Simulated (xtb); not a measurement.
Cl₄Te, triplet, from a rough starting geometry (a higher spin typed on purpose: for a closed-shell molecule this is an excited state); GFN2-xTB in xtb.

xtb was given this input:
```
$ xtb mol.xyz --gfn 2 --uhf 2 --opt vtight --json

# file mol.xyz
5

Te     0.03241269     0.04838787     0.67591564
Cl     1.19057738    -1.52900798    -0.50475588
Cl     1.86113633     1.51592348     0.20657130
Cl    -1.16513069     1.47741363    -0.55582980
Cl    -1.88206083    -1.43863008     0.20866583
```

It wrote (shortened):

```
   ID    Z sym.   atoms
    1   52 Te     1
    2   17 Cl     2-5

           -------------------------------------------------
          |                Calculation Setup                |
           -------------------------------------------------

           -------------------------------------------------
          |                 G F N 2 - x T B                 |
           -------------------------------------------------

          ...................................................
          :                      SETUP                      :
          :.................................................:
          :  # basis functions                  50          :
          :  # atomic orbitals                  45          :
          :  # shells                           15          :
          :  # electrons                        34          :
          :  max. iterations                   250          :
          :  Hamiltonian                  GFN2-xTB          :
          :  restarted?                      false          :
          :  GBSA solvation                  false          :
          :  PC potential                    false          :
          :  electronic temp.          300.0000000     K    :
          :  accuracy                    1.0000000          :
          :  -> integral cutoff          0.2500000E+02      :
          :  -> integral neglect         0.1000000E-07      :
          :  -> SCF convergence          0.1000000E-05 Eh   :
          :  -> wf. convergence          0.1000000E-03 e    :
          :  Broyden damping             0.4000000          :
          :  net charge                          0          :
          :  unpaired electrons                  2          :
          ...................................................

 iter      E             dE          RMSdq      gap      omega  full diag
   1    -20.2705080 -0.202705E+02  0.142E+01    0.65       0.0  T
   2    -18.2407880  0.202972E+01  0.185E+01    0.36       1.0  T
   3    -21.2301734 -0.298939E+01  0.780E+00    0.30       1.0  T
   4    -21.0038222  0.226351E+00  0.758E+00    0.41       1.0  T
   5    -21.1301051 -0.126283E+00  0.490E+00    0.64       1.0  T
   6    -21.2276707 -0.975656E-01  0.449E+00    0.31       1.0  T
   7    -21.2157113  0.119594E-01  0.393E+00    0.31       1.0  T
   8    -21.2095725  0.613879E-02  0.382E+00    0.32       1.0  T
   9    -21.2057405  0.383201E-02  0.398E+00    0.31       1.0  T
[...]
 * total energy  :   -21.3332359 Eh     change       -0.1003817E-02 Eh
 * total energy  :   -21.3336575 Eh     change       -0.4215752E-03 Eh
 * total energy  :   -21.3339179 Eh     change       -0.2603723E-03 Eh
 * total energy  :   -21.3340660 Eh     change       -0.1481480E-03 Eh
 * total energy  :   -21.3341126 Eh     change       -0.4654918E-04 Eh
 * total energy  :   -21.3341184 Eh     change       -0.5854139E-05 Eh
 * total energy  :   -21.3341219 Eh     change       -0.3445710E-05 Eh
 * total energy  :   -21.3341226 Eh     change       -0.7764362E-06 Eh
 * total energy  :   -21.3341231 Eh     change       -0.5037788E-06 Eh
 * total energy  :   -21.3341232 Eh     change       -0.1117288E-06 Eh
 * total energy  :   -21.3341232 Eh     change        0.3654013E-07 Eh
 * total energy  :   -21.3341232 Eh     change       -0.3932938E-07 Eh
   *** GEOMETRY OPTIMIZATION CONVERGED AFTER 23 ITERATIONS ***
         :: total energy             -21.334123249223 Eh    ::
[...]
      -------------------------------------------------------------
                  HL-Gap            0.1936904 Eh            5.2706 eV
             Fermi-level           -0.3714719 Eh          -10.1083 eV

     #   Z          covCN         q      C6AA      α(0)
     1  52 Te       3.229     0.256   401.582    37.037
     2  17 Cl       0.808    -0.064   101.043    15.377
     3  17 Cl       0.808    -0.064   101.045    15.377
     4  17 Cl       0.808    -0.064   101.044    15.377
     5  17 Cl       0.808    -0.064   101.043    15.377

 Mol. C6AA /au·bohr⁶  :       3608.346214
 Mol. C8AA /au·bohr⁸  :     211697.915632
 Mol. α(0) /au        :         98.546155

Wiberg/Mayer (AO) data.
largest (>0.10) Wiberg bond orders for each atom

 ---------------------------------------------------------------------------
     #   Z sym  total        # sym  WBO       # sym  WBO       # sym  WBO
 ---------------------------------------------------------------------------
     1  52 Te   3.905 --     5 Cl   0.976     2 Cl   0.976     4 Cl   0.976
                             3 Cl   0.976
     2  17 Cl   1.366 --     1 Te   0.976     3 Cl   0.152     5 Cl   0.152
     3  17 Cl   1.366 --     1 Te   0.976     4 Cl   0.152     2 Cl   0.152
     4  17 Cl   1.366 --     1 Te   0.976     3 Cl   0.152     5 Cl   0.152
     5  17 Cl   1.366 --     1 Te   0.976     4 Cl   0.152     2 Cl   0.152
 ---------------------------------------------------------------------------

Topologies differ in total number of bonds
Writing topology from bond orders to xtbtopo.mol

molecular dipole:
                 x           y           z       tot (Debye)
 q only:       -0.000      -0.000       0.000
   full:       -0.000      -0.000       0.000       0.001
molecular quadrupole (traceless):
                xx          xy          yy          xz          yz          zz
 q only:       -1.348       0.000      -1.346      -0.003      -0.106       2.694
  q+dip:       -2.443       0.000      -2.438      -0.006      -0.192       4.881
   full:       -3.304       0.000      -3.297      -0.008      -0.259       6.601

optimized geometry written to: xtbopt.xyz

           -------------------------------------------------
          | TOTAL ENERGY              -21.334123249223 Eh   |
          | GRADIENT NORM               0.000026873647 Eh/α |
          | HOMO-LUMO GAP               5.270583109910 eV   |
           -------------------------------------------------

normal termination of xtb
```
